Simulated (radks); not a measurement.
Trend from Cu+ to Au+: ionisation energy by Delta-SCF between NIST ground configurations, and size. All-electron calculation, Dirac Kohn-Sham, PBE, spin-unpolarised, spherical densities, point nucleus; open shells fill j = l - 1/2 first. Program: a radial shooting solver on a logarithmic mesh with Libxc functionals.

| species | configuration | IE (eV) | NIST (eV) | kind | -e(HOMO) (eV) | outermost | <r> outermost (bohr) |
|---|---|---|---|---|---|---|---|
| Cu+ | [Ar] 3d10 | 21.213 | 20.292 | exp. | 13.550 (3d5/2) | 3d5/2 | 1.02 |
| Ag+ | [Kr] 4d10 | 21.868 | 21.484 | exp. | 15.415 (4d5/2) | 4d5/2 | 1.40 |
| Au+ | [Xe] 4f14 5d10 | 20.547 | 20.20 | exp. | 14.731 (5d5/2) | 5d5/2 | 1.61 |

Reference values: NIST Atomic Spectra Database (exp. = measured, semi-emp. = semi-empirical, theory = theoretical value adopted there). Spin polarisation and multiplet splitting are left out, so open shells lie too high by an amount that depends on their filling.

Beside tabulated values, note that spin-unpolarised runs miss the spin-polarisation part of the exchange energy of open shells.
